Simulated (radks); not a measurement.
Question: All-electron atom: a nucleus of charge 34.5 with 33 electrons in [Ar] 3d10 4s2 4p3. Method: Dirac Kohn-Sham, PBE, spin-unpolarised, spherical densities, finite nucleus; open shells are shared between the two j in proportion to 2j + 1; Fermi nuclear charge, rms radius 4.14 fm; computed with a radial shooting solver on a logarithmic mesh with Libxc functionals. Some entries of the table are withheld. Estimate them.

| orbital | occ. | eigenvalue (eV) | r(max) (bohr) |
|---|---|---|---|
| 1s1/2 | 2 | (1) | 0.02835 |
| 2s1/2 | 2 | -1685.720 | 0.1619 |
| 2p1/2 | 2 | -1516.915 | 0.1274 |
| 2p3/2 | 4 | -1472.351 | 0.1306 |
| 3s1/2 | 2 | (2) | 0.4931 |
| 3p1/2 | 2 | (3) | 0.4849 |
| 3p3/2 | 4 | (4) | 0.4935 |
| 3d3/2 | 4 | (5) | (6) |
| 3d5/2 | 6 | (7) | (8) |
| 4s1/2 | 2 | -34.0410 | 1.441 |
| 4p1/2 | 1 | -21.8796 | 1.642 |
| 4p3/2 | 2 | -21.3388 | 1.670 |

Answer: 
(1) 1s1/2 eigenvalue (eV): -12920.81
(2) 3s1/2 eigenvalue (eV): -242.4879
(3) 3p1/2 eigenvalue (eV): -184.2650
(4) 3p3/2 eigenvalue (eV): -177.9233
(5) 3d3/2 eigenvalue (eV): -77.2719
(6) 3d3/2 r(max) (bohr): 0.4400
(7) 3d5/2 eigenvalue (eV): -76.2835
(8) 3d5/2 r(max) (bohr): 0.4427
